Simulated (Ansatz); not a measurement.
Reaction (ligand exchange at a Ga–O bond): `[BH2][GaH][OH]` + H–F → `[BH2][GaH][F]` + H₂O

Isolated molecules relaxed with PBE0-D4/def2-TZVP in Ansatz; ΔE leaves out vibrations. CCSD(T)/CBS adds triple-zeta CCSD(T) − MP2 to the extrapolated MP2 energy (def2 sets, frozen cores). This one scheme is used for every species. For Ga outer-core shells are correlated without core-valence functions, which leaves a few kJ/mol of doubt a bond. Scalar relativity is left out up to krypton. One conformer a species, not always the lowest.

```json
{"species": "`[BH2][GaH][OH]`", "HF/def2-SVP energy (Eh)": "-2024.77594"}
{"species": "H–F", "HF/def2-SVP energy (Eh)": "-99.93236"}
{"species": "`[BH2][GaH][F]`", "HF/def2-SVP energy (Eh)": "-2048.76769"}
{"species": "H₂O", "HF/def2-SVP energy (Eh)": "-75.96088"}
```

Question: Work out ΔE.

Answer: ΔE = (-2048.76769) + (-75.96088) − (-2024.77594) − (-99.93236) = -0.02027 Eh = -0.55 eV. CCSD(T)/CBS gives -0.32 eV.

Question: What do rigid-rotor, harmonic-oscillator terms from PBE0-D4/def2-TZVP frequencies (298.15 K, 1 bar) make of the CCSD(T)/CBS value? (An estimate is asked.)

Answer: Computed: ΔZPE = +0.01 eV, ΔH = -0.31 eV, ΔS = 10 J/(mol·K), ΔG = -0.34 eV.

Largest T1 diagnostic among the species: 0.015.

At CCSD(T), def2-SVP lies −0.09 eV from the extrapolated value and def2-TZVPP −0.00 eV. Leaving LDA and LC-ωPBE aside and taking each functional with its dispersion term where it has one, the values, not all of them listed here, spread over 0.08 eV, from BHLYP-D4 to revPBE-D4. LDA lies +0.07 eV from PBE without D4. In def2-TZVPP, CCSD(T) changes the Hartree–Fock value by +0.17 eV (the triples alone add +0.02 eV) and MP2 by +0.19 eV.
